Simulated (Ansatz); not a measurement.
Mulliken charges of BCl₂HO (`OB(Cl)Cl`) from PBE/def2-TZVPP in Ansatz (PBE0-D4/def2-TZVP geometry).

```tsv
atom	x (Å)	y (Å)	z (Å)	charge (e)
O1	0.777	0.657	0.385	-0.197
B2	-0.123	-0.286	0.072	0.258
Cl3	-0.310	-1.656	1.137	-0.127
Cl4	-1.110	-0.165	-1.382	-0.148
H5	0.815	1.375	-0.254	0.214
```

Problem. By hand: the dipole of these point charges (1 e Å = 4.8032 D).

Solution. Σ q r = (0.193, 0.326, -0.051) e Å, of length 0.382 e Å = 1.83 D.

Problem. How does the dipole of the full density compare? (Estimate.)

Solution. The calculation gave: (0.096, 0.309, -0.167) e Å, 1.75 D; the point charges give 1.05 times that, at 23° from its direction.

Point charges leave out the atoms' own dipoles, such as those of lone pairs, and Mulliken's split depends on the basis, so the two needn't agree.
